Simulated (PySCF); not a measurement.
**Polarisability and C₆ of Xe+ (xenon, charge +1)**

[Kr] 4d10 5s2 5p5, 2P determinant. All numbers are calculated (PySCF 2.14, scalar relativity by spin-free X2C-1e, in aug-cc-pVTZ-DK3). Coupled (time-dependent) response in atomic units; α is the mean over directions.

```csv
method,mean α (bohr³),"α xx, yy, zz",C₆ (like pair),S(−4)
wB97X-V,18.06,"17.44, 18.36, 18.36",153.6,52.58
TPSS,18.29,"17.56, 18.66, 18.66",157.2,53.89
```

S(−4) is the Cauchy moment in α(ω) = α(0) + S(−4) ω² + …

Spin-orbit coupling is absent.

α(iu) at TPSS:

```csv
u (hartree),α(iu) (bohr³)
0,18.29
0.0500,18.16
0.100,17.77
0.200,16.40
0.300,14.57
0.500,10.90
0.750,7.488
1.00,5.325
1.50,3.052
2.00,1.990
3.00,1.064
5.00,0.4622
```

For an ion, C₆ is the dispersion term alone; charge-induced terms of lower order in 1/R come first.

The components differ because the open shell of this determinant is not spherical; for a pure term their mean is the scalar polarisability.
